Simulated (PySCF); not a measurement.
Potential energy surface of Br3 (anion, charge -1), singlet: symmetric bend, bond length relaxed. Scanned: Br-Br-Br angle. Other coordinates (Br-Br bond length) were minimised at B3LYP/def2-TZVP.

Methods: RHF/3-21G = restricted Hartree-Fock/3-21G (PySCF 2.14.0); RHF/aug-cc-pVDZ, density fitting (PySCF); RKS-M06-2X/6-31G* = restricted M06-2X/6-31G*, spherical d in PySCF 2.14.0; wB97X-V/aug-cc-pVDZ, density fitting (PySCF).

Energies relative to the lowest point of each profile, in kcal/mol:

```tsv
a / °	RHF/3-21G	RHF	RKS-M06-2X/6-31G*
180	0.0	0.0	0.0
170	1.1	1.1	1.0
160	4.2	4.2	3.9
150	9.3	9.3	8.5
140	16.0	15.9	14.6
130	24.0	23.7	21.9
120	32.9	32.4	29.8
110	42.2	41.6	37.9
100	51.5	50.8	45.8
90	60.2	59.6	53.0
80	68.1	67.4	58.7
```

Estimate the wB97X-V values at these points.

180: 0.0; 170: 1.0; 160: 3.9; 150: 8.5; 140: 14.6; 130: 21.7; 120: 29.6; 110: 37.7; 100: 45.7; 90: 53.1; 80: 58.7 (kcal/mol).
